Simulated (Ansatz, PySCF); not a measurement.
Isomers of CHNO: 1 is N=C=O, 2 is N#CO; one conformer of each (the lowest of an xTB search), B3LYP-D3(BJ)/def2-TZVP minima.
Isomer 1 (charge 0, multiplicity 1):
```xyz
4

N     -0.65593     0.25972     0.29531
C      0.48834     0.05404    -0.03880
O      1.62372    -0.02891    -0.28166
H     -1.45614    -0.28486     0.02515
```
Isomer 2 (charge 0, multiplicity 1):
```xyz
4

N      1.6183    -0.0956    -0.0516
C      0.4832     0.0651     0.0751
O     -0.7767     0.2990     0.2695
H     -1.3248    -0.2685    -0.2930
```

No zero-point or thermal terms.

Correlated levels freeze the cores. CBS: X⁻³ extrapolation of the correlation energy, Hartree–Fock from the larger set.

Codes used: Ansatz (a program for electronic structure) with Gaussian orbitals; PySCF for the dispersion terms. Each number belongs to the level named beside it.

PBE/def2-TZVPP gives 30.45 kcal/mol for the electronic energy of isomer 2 less that of isomer 1.

### Question
Where do these levels fall relative to PBE: PBE-D3(BJ)/def2-TZVPP, r2SCAN/def2-TZVPP, B3LYP/def2-TZVPP, wB97M-V/def2-TZVPP, B2PLYP/def2-TZVPP, MP2/CBS(cc-pVTZ, cc-pVQZ), CCSD(T)/CBS(cc-pVTZ, cc-pVQZ).

### Answer
PBE-D3(BJ)/def2-TZVPP 0.02; r2SCAN/def2-TZVPP 0.62; B3LYP/def2-TZVPP -1.89; wB97M-V/def2-TZVPP -4.09; B2PLYP/def2-TZVPP -3.13; MP2/CBS(cc-pVTZ, cc-pVQZ) -4.76; CCSD(T)/CBS(cc-pVTZ, cc-pVQZ) -5.92 kcal/mol. 2 of 7 lie above PBE; the widest gap is to CCSD(T)/CBS(cc-pVTZ, cc-pVQZ).
